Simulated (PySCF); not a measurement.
Compound: C₈H₉O (doublet state).
SMILES with atom numbers: `[CH2:1]=[C:2]1[CH:3]=[CH:4][CH:5]=[C:6]1[C:7]([CH3:8])[OH:9]` (hydrogens: H10, H11 on C1; H12 on C3; H13 on C4; H14 on C5; H15, H16, H17 on C8; H18 on O9)

Geometry (GFN2-xTB, Å), atoms numbered from 1 in this order:
```xyz
18
C8H9O angstrom
C      1.1961   -1.0970    1.3551
C      1.0474   -0.0925    0.4657
C      2.0935    0.8153    0.0986
C      1.6144    1.7163   -0.8315
C      0.2801    1.4430   -1.0985
C     -0.1367    0.3191   -0.3174
C     -1.3874   -0.2265   -0.3278
C     -1.8574   -1.3936    0.4737
O     -2.3734    0.2721   -1.1115
H      0.4172   -1.7788    1.6317
H      2.1509   -1.2440    1.8317
H      3.0890    0.7827    0.5002
H      2.1821    2.5105   -1.2845
H     -0.3289    2.0043   -1.7874
H     -1.2814   -2.2854    0.2326
H     -1.7617   -1.1933    1.5395
H     -2.9037   -1.5723    0.2382
H     -2.0489    1.0263   -1.6201
```

The hyperfine couplings belong to this conformer and change with its torsions.

Theory: PySCF 2.14.0, UKS B3LYP, pcH-1 on C H O, non-relativistic, mean-field spin-orbit, GIAO. The structure is a single GFN2-xTB conformer in the gas phase; no vibrational or solvent corrections. Couplings are sensitive to structure, and on GFN2-xTB geometries they can be far from those on DFT ones. Stability of the SCF solution: not tested. ⟨S²⟩ is 0.784 where a pure state has 0.75.

The largest Mulliken spin populations are on C5 (+0.46), C3 (+0.44), C1 (+0.40) and C4 (-0.20). Four atoms exceed +0.15.

Task: Test a(H) = Q·ρ(C) for the protons on planar carbons with a spin population beyond ±0.08.

Result: 
```tsv
H	C	ρ(C)	a(H) (G)	a/ρ (G)
H10	C1	+0.396	-8.80	-22.2
H11	C1	+0.396	-8.22	-20.8
H12	C3	+0.439	-10.05	-22.9
H13	C4	-0.204	+3.43	-16.8
H14	C5	+0.465	-10.30	-22.2
```

A least-squares line through the origin gives Q = -21.8 G with Mulliken populations. Where ρ is negative the coupling is positive.

Task: Leave H12 and its like out of the fit. How well does the relation then predict its coupling?

Result: The other protons give Q = -21.4 G, so a = -21.4 × 0.439 ≈ -9.41 G, against the computed -10.05 G.

Couplings in gauss use g_iso = 2.0027.

The SMILES draws the unpaired electron on C7; the largest computed Mulliken spin population is on C5 (0.46 against 0.20).
